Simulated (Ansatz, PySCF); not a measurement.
System: C₂H₆BBr (charge 0, singlet). 
Geometry from a B3LYP-D3(BJ)/def2-TZVP (Ansatz, a first-principles code) optimisation:
SMILES: CB(C)Br
```xyz
10

B      0.0527    -0.8823     0.2908
C      1.4306    -1.6002     0.1932
C     -1.2428    -1.5454     0.8436
Br    -0.0577     0.9664    -0.3186
H      2.2899    -0.9325     0.2463
H      1.4712    -2.0877    -0.7907
H      1.5355    -2.3970     0.9335
H     -1.2656    -1.3557     1.9257
H     -1.2352    -2.6315     0.7240
H     -2.1663    -1.1362     0.4356
```

Quantity: atomisation energy (electronic, to ground-state atoms), in kcal/mol. Cores are frozen in the correlated levels unless marked. Open shells are spin-unrestricted. Spin-orbit coupling is left out. The frozen core is the preceding noble-gas configuration, with the filled d and f shells of earlier blocks. Non-relativistic. The coupled-cluster limit lacks core correlation, which all-electron functionals hold. CBS(X,Y): correlation extrapolated as X^-3; Hartree-Fock from the larger set. [CCSD(T)-MP2]/basis is that difference in the basis named.

| level | program | atomisation energy (kcal/mol) |
|---|---|---|
| HF/cc-pVTZ | Ansatz | 696.3 |
| HF-D4/def2-TZVPD | PySCF + dftd4 | 710.8 |
| PBE/def2-TZVPD | Ansatz | 909.6 |
| PBE0/6-31G* | Ansatz | 905.8 |

### Question
What does RI-MP2/CBS(aug-cc-pVTZ,aug-cc-pVQZ)+[CCSD(T)-MP2]/aug-cc-pVTZ (Ansatz) give?

### Answer
896.6 kcal/mol
